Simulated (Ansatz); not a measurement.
Program: Ansatz. Geometries: PBE0-D4/def2-TZVP. ΔE: electronic, gas phase. CCSD(T)/CBS is the MP2 limit (def2-TZVPP, def2-QZVPP) plus CCSD(T) − MP2 in def2-TZVPP, frozen cores. Functionals use def2-TZVPP. def2 core potentials past Kr. For In outer-core shells are correlated without core-valence functions, which leaves a few kJ/mol of doubt a bond. One conformer a species, not always the lowest.

Consider the redistribution: `C[CH2][InH][F]` + `F[Si]O[SiH3]` → `[F][InH][F]` + `CC[Si]O[SiH3]`.

```tsv
species	PBE-QIDH energy (Eh)
`C[CH2][InH][F]`	-369.46933
`F[Si]O[SiH3]`	-755.45766
`[F][InH][F]`	-390.14137
`CC[Si]O[SiH3]`	-734.73556
```

**Question.** Work out ΔE.

**Answer.** ΔE = (-390.14137) + (-734.73556) − (-369.46933) − (-755.45766) = 0.05006 Eh = +131.4 kJ/mol. CCSD(T)/CBS gives +131.1 kJ/mol.

Largest T1 diagnostic among the species: 0.017.

Leaving LDA and LC-ωPBE aside and taking each functional with its dispersion term where it has one, the values, not all of them listed here, spread over 21.3 kJ/mol, from revPBE-D4 to B2PLYP. LDA lies +6.6 kJ/mol from PBE without D4. In def2-TZVPP, CCSD(T) changes the Hartree–Fock value by +4.5 kJ/mol (the triples alone add −1.4 kJ/mol) and MP2 by +10.6 kJ/mol. The D4 term adds −8.0 kJ/mol with B3LYP and −4.6 kJ/mol with PBE0; it sums over pairs of atoms, weighted by their polarisabilities, and B3LYP, whose exchange is more repulsive, gets the larger term.

B3LYP here is the variant with VWN-RPA as its local correlation; programs differ in this.
